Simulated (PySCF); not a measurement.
Ground-state electric properties of a mixed set of molecules.

All values: CAM-B3LYP/def2-SVPD (PySCF) at PBE0-D3(BJ)/def2-SVP geometries, gas phase, one conformer each. Core orbitals are frozen in the response; Δα² is half the sum of the squared differences of the principal polarisabilities. The calculation is non-relativistic, for selenium too.

Problem. Rank by vertical ionisation energy (ΔSCF), lowest first.
A. `C=CCC(C)(C)CC`
B. `C=C(C)C(C)(C)CC`
C. `FC(F)C1=CC=CBC=C1`
D. `C1=C[Se]C=C[Se]1`

Solution. D (7.93 eV), B (9.06 eV), C (9.23 eV), A (9.43 eV).

Problem. Rank by mean static polarisability, lowest first.
A. `C(C=C)C(C)(CC)C`
B. `C1=C[Se]C=C[Se]1`
C. `FC(F)C1=CC=CBC=C1`

Solution. B (14.21 Å³), A (14.59 Å³), C (15.05 Å³).

Problem. Rank by HOMO–LUMO gap, lowest first.
A. `C=CCC(C)(C)CC`
B. `FC(F)C1=CC=CBC=C1`
C. `C=C(C)C(C)(C)CC`
D. `C1=C[Se]C=C[Se]1`

Solution. B (7.09 eV), D (7.28 eV), C (9.66 eV), A (9.97 eV).

All values together:

```json
{"SMILES": "C1=C[Se]C=C[Se]1", "formula": "C4H4Se2", "μ (D)": "1.10", "HOMO (eV)": "-7.14", "LUMO (eV)": "0.14", "α (Å³)": "14.21", "Δα (Å³)": "6.55", "electrons": "96", "α per electron (Å³)": "0.148", "ΔSCF removal energy (eV)": "7.93"}
{"SMILES": "C=CCC(C)(C)CC", "formula": "C8H16", "μ (D)": "0.37", "HOMO (eV)": "-8.66", "LUMO (eV)": "1.32", "α (Å³)": "14.59", "Δα (Å³)": "3.74", "electrons": "64", "α per electron (Å³)": "0.228", "ΔSCF removal energy (eV)": "9.43"}
{"SMILES": "C=C(C)C(C)(C)CC", "formula": "C8H16", "μ (D)": "0.52", "HOMO (eV)": "-8.38", "LUMO (eV)": "1.28", "α (Å³)": "14.40", "Δα (Å³)": "1.70", "electrons": "64", "α per electron (Å³)": "0.225", "ΔSCF removal energy (eV)": "9.06"}
{"SMILES": "FC(F)C1=CC=CBC=C1", "formula": "C7H7BF2", "μ (D)": "0.43", "HOMO (eV)": "-8.60", "LUMO (eV)": "-1.51", "α (Å³)": "15.05", "Δα (Å³)": "9.18", "electrons": "72", "α per electron (Å³)": "0.209", "ΔSCF removal energy (eV)": "9.23"}
```

Conformers: `[CH:1]1=[CH:2][Se:3][CH:4]=[CH:5][Se:6]1` with C1–C2–Se3–C4 39°, C2–Se3–C4–C5 -39°, C4–C5–Se6–C1 39°, C2–C1–Se6–C5 -39°; `[CH2:1]=[CH:2][CH2:3][C:4]([CH3:5])([CH3:6])[CH2:7][CH3:8]` with C1–C2–C3–C4 115°, C2–C3–C4–C5 -64°, C3–C4–C7–C8 57°; `[CH2:1]=[C:2]([CH3:3])[C:4]([CH3:5])([CH3:6])[CH2:7][CH3:8]` with C1–C2–C4–C5 117°, C2–C4–C7–C8 58°; `[F:1][CH:2]([F:3])[C:4]1=[CH:5][CH:6]=[CH:7][BH:8][CH:9]=[CH:10]1` with F1–C2–C4–C5 -53°.
